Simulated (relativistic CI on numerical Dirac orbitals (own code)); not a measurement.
## Level scheme of In4+

These numbers are calculated, not measured: Dirac-Coulomb-Breit CI, orbitals from a KLI potential per configuration, QED by a radiative potential, valence Slater integrals scaled by 0.85, P86 correlation energy added to each configuration (own radial code, finite nucleus).

Configurations in the expansion (outside the closed core [Ar] 3d10): 4s2.4p6.4d9, 4s2.4p6.4d8.5s, 4s2.4p6.4d8.4f, 4s2.4p6.4d8.5p, 4s2.4p5.4d10, 4s2.4p6.4d8.5d, 4s2.4p6.4d8.6s, 4s2.4p6.4d8.6p, 4s2.4p6.4d8.6d, 4s2.4p6.4d7.5s.5p, 4s2.4p6.4d8.5f, 4s2.4p6.4d8.5g, 4s2.4p6.4d8.6f, 4s.4p6.4d10, 4s2.4p6.4d7.5s2, 4s2.4p6.4d6.4f.5s2, 4s2.4p6.4d6.5s2.5p, 4s2.4p6.4d6.5s2.5d, 4s2.4p6.4d6.5s2.6s. Double excitations out of closed p, d and f shells are left out; levels of such configurations are missing from the list, as are those of other unlisted configurations, and high levels can miss mixing partners.

The lowest level is 4s2.4p6.4d9 2D_5/2, with 100 % of that term; Hund's rules for 4s2.4p6.4d9 give 2D with J = 5/2, in agreement.

```tsv
No.	Configuration	Term	J	E (cm⁻¹)	%	Landé g	jj configuration (%)
1	4s2.4p6.4d9	2D	5/2	0	100	1.200	4d5/2^5 (100)
2	4s2.4p6.4d9	2D	3/2	6932	100	0.799	4d3/2^3 4d5/2^6 (100)
3	4s2.4p6.4d8.5s	4F	9/2	166329	99	1.331	4d5/2^4 5s (88)
4	4s2.4p6.4d8.5s	4F	7/2	169860	85	1.221	4d5/2^4 5s (56)
5	4s2.4p6.4d8.5s	4F	5/2	173516	93	1.035	4d3/2^3 4d5/2^5 5s (76)
6	4s2.4p6.4d8.5s	4F	3/2	175053	85	0.467	4d3/2^3 4d5/2^5 5s (34)
7	4s2.4p6.4d8.5s	2F	7/2	177346	84	1.154	4d3/2^3 4d5/2^5 5s (66)
8	4s2.4p6.4d8.5s	2F	5/2	179975	38	1.183	4d5/2^4 5s (75)
9	4s2.4p6.4d8.5s	4P	5/2	184185	50	1.233	4d3/2^3 4d5/2^5 5s (73)
10	4s2.4p6.4d8.5s	4P	3/2	185108	48	1.278	4d5/2^4 5s (49)
11	4s2.4p6.4d8.5s	4P	1/2	187568	97	2.653	4d5/2^4 5s (40)
12	4s2.4p6.4d8.5s	4P	3/2	188929	51	1.312	4d3/2^3 4d5/2^5 5s (64)
13	4s2.4p6.4d8.5s	2D	5/2	191873	63	1.234	4d3/2^2 4d5/2^6 5s (70)
14	4s2.4p6.4d8.5s	2G	9/2	194420	99	1.113	4d3/2^3 4d5/2^5 5s (88)
15	4s2.4p6.4d8.5s	2G	7/2	194588	98	0.893	4d3/2^3 4d5/2^5 5s (90)
16	4s2.4p6.4d8.5s	2P	3/2	195636	77	1.207	4d3/2^3 4d5/2^5 5s (68)
17	4s2.4p6.4d8.5s	2P	1/2	195930	98	0.693	4d3/2^3 4d5/2^5 5s (67)
18	4s2.4p6.4d8.5s	2S	1/2	226422	95	1.992	4d3/2^2 4d5/2^6 5s (61)
19	4s2.4p6.4d8.5p	4D°	7/2	239834	83	1.388	4d5/2^4 5p1/2 (75)
20	4s2.4p6.4d8.5p	4G°	9/2	243276	42	1.182	4d5/2^4 5p1/2 (86)
21	4s2.4p6.4d8.5p	4D°	5/2	245803	82	1.313	4d3/2^3 4d5/2^5 5p1/2 (43)
22	4s2.4p6.4d8.5p	4G°	7/2	248195	66	1.034	4d3/2^3 4d5/2^5 5p1/2 (81)
23	4s2.4p6.4d8.5p	4G°	11/2	248346	98	1.270	4d5/2^4 5p3/2 (89)
24	4s2.4p6.4d8.5p	4G°	5/2	249704	59	0.763	4d3/2^3 4d5/2^5 5p1/2 (41)
25	4s2.4p6.4d8.5p	4D°	3/2	250023	60	1.027	4d3/2^3 4d5/2^5 5p1/2 (32)
26	4s2.4p6.4d8.5p	4F°	9/2	251230	71	1.269	4d5/2^4 5p3/2 (88)
27	4s2.4p6.4d8.5p	2D°	3/2	251444	41	1.053	4d5/2^4 5p1/2 (52)
28	4s2.4p6.4d8.5p	4D°	1/2	252384	89	0.072	4d3/2^2 4d5/2^6 5p3/2 (29)
29	4s2.4p6.4d8.5p	2F°	7/2	252760	57	1.178	4d5/2^4 5p3/2 (47)
30	4s2.4p6.4d8.5p	2D°	5/2	254117	51	1.042	4d3/2^3 4d5/2^5 5p1/2 (38)
31	4s2.4p6.4d8.5p	4G°	9/2	255808	56	1.159	4d3/2^3 4d5/2^5 5p3/2 (98)
32	4s2.4p6.4d8.5p	4F°	5/2	256656	36	1.041	4d3/2^3 4d5/2^5 5p3/2 (69)
33	4s2.4p6.4d8.5p	4P°	3/2	257466	46	1.232	4d3/2^3 4d5/2^5 5p1/2 (37)
34	4s2.4p6.4d8.5p	4F°	7/2	257846	43	1.124	4d3/2^3 4d5/2^5 5p3/2 (89)
35	4s2.4p6.4d8.5p	4P°	1/2	258693	85	2.365	4d3/2^3 4d5/2^5 5p1/2 (59)
36	4s2.4p6.4d8.5p	4P°	5/2	258832	46	1.368	4d5/2^4 5p3/2 (40)
37	4s2.4p6.4d8.5p	2G°	7/2	258991	44	1.019	4d5/2^4 5p3/2 (43)
38	4s2.4p6.4d8.5p	4F°	3/2	261509	37	0.869	4d3/2^3 4d5/2^5 5p3/2 (55)
39	4s2.4p6.4d8.5p	2F°	5/2	261844	62	0.976	4d5/2^4 5p3/2 (30)
40	4s2.4p6.4d8.5p	2F°	5/2	263085	38	1.105	4d3/2^3 4d5/2^5 5p3/2 (37)
41	4s2.4p6.4d8.5p	2F°	7/2	265644	58	1.147	4d3/2^3 4d5/2^5 5p1/2 (29)
42	4s2.4p6.4d8.5p	2P°	1/2	265845	75	0.898	4d5/2^4 5p3/2 (37)
43	4s2.4p6.4d8.5p	2H°	9/2	266977	93	0.922	4d3/2^3 4d5/2^5 5p1/2 (80)
44	4s2.4p6.4d8.5p	2D°	3/2	267105	49	1.076	4d3/2^2 4d5/2^6 5p1/2 (36)
45	4s2.4p6.4d8.5p	4D°	1/2	268124	86	0.119	4d5/2^4 5p1/2 (37)
46	4s2.4p6.4d8.5p	2D°	5/2	268125	58	1.151	4d3/2^3 4d5/2^5 5p1/2 (36)
47	4s2.4p6.4d8.5p	4D°	3/2	268468	60	1.101	4d3/2^3 4d5/2^5 5p1/2 (47)
48	4s2.4p6.4d8.5p	2F°	7/2	268840	50	1.268	4d5/2^4 5p3/2 (37)
49	4s2.4p6.4d8.5p	2P°	3/2	270247	58	1.225	4d3/2^2 4d5/2^6 5p3/2 (47)
50	4s2.4p6.4d8.5p	2F°	5/2	270446	30	1.183	4d3/2^3 4d5/2^5 5p3/2 (56)
51	4s2.4p6.4d8.5p	2H°	11/2	273032	98	1.093	4d3/2^3 4d5/2^5 5p3/2 (88)
52	4s2.4p6.4d8.5p	2P°	3/2	273437	64	1.168	4d3/2^3 4d5/2^5 5p3/2 (43)
53	4s2.4p6.4d8.5p	2D°	5/2	273826	43	1.227	4d3/2^3 4d5/2^5 5p3/2 (91)
54	4s2.4p6.4d8.5p	2D°	3/2	275387	73	0.919	4d3/2^3 4d5/2^5 5p3/2 (35)
55	4s2.4p6.4d8.5p	2F°	7/2	275652	59	1.209	4d3/2^2 4d5/2^6 5p3/2 (47)
56	4s2.4p6.4d8.5p	2S°	1/2	276460	69	1.609	4d3/2^3 4d5/2^5 5p3/2 (63)
57	4s2.4p6.4d8.5p	2F°	5/2	276701	74	0.941	4d3/2^3 4d5/2^5 5p3/2 (67)
58	4s2.4p6.4d8.5p	4S°	3/2	277822	88	1.926	4d3/2^3 4d5/2^5 5p3/2 (63)
59	4s2.4p6.4d8.5p	2P°	1/2	280122	74	0.929	4d3/2^3 4d5/2^5 5p3/2 (60)
60	4s2.4p6.4d8.5p	2G°	7/2	280721	89	0.916	4d3/2^3 4d5/2^5 5p3/2 (72)
61	4s2.4p6.4d8.5p	2G°	9/2	281566	94	1.102	4d3/2^3 4d5/2^5 5p3/2 (80)
62	4s2.4p6.4d8.5p	2P°	1/2	302693	96	0.669	4d3/2^2 4d5/2^6 5p1/2 (60)
63	4s2.4p6.4d8.5p	2P°	3/2	309124	95	1.334	4d3/2^2 4d5/2^6 5p3/2 (59)
64	4s2.4p6.4d8.5d	4D	7/2	350502	84	1.395	4d5/2^4 5d3/2 (53)
65	4s2.4p6.4d8.5d	4P	5/2	350710	48	1.458	4d5/2^4 5d3/2 (85)
66	4s2.4p6.4d8.5d	2H	11/2	352047	46	1.125	4d5/2^4 5d3/2 (88)
67	4s2.4p6.4d8.5d	4H	13/2	352261	98	1.229	4d5/2^4 5d5/2 (89)
68	4s2.4p6.4d8.5d	4F	9/2	352788	51	1.240	4d5/2^4 5d3/2 (72)
69	4s2.4p6.4d8.5d	2P	3/2	352905	41	1.307	4d5/2^4 5d5/2 (83)
70	4s2.4p6.4d8.5d	4G	11/2	353482	76	1.229	4d5/2^4 5d5/2 (88)
```

Energies count from the lowest computed level; ° marks odd parity. Filled j subshells are mostly left out of the jj labels.

The mean weight of the leading LS term, summed over parents, in these 70 levels is 69 %, and that of the leading jj configuration (from the same eigenvectors) 62 %.

At this charge configurations can still be misplaced by up to about 7 % of their energy. 35 of the 69 excited levels that our extract of the measured tables holds in this range could be paired (the sources list more); they are missed by 4797 cm⁻¹ on average and 7291 at most, and levels without a partner can miss by more.

LS names give the leading component of a level, which can be under half, so a name can repeat, a term be missing and a line seem to break the LS rules.
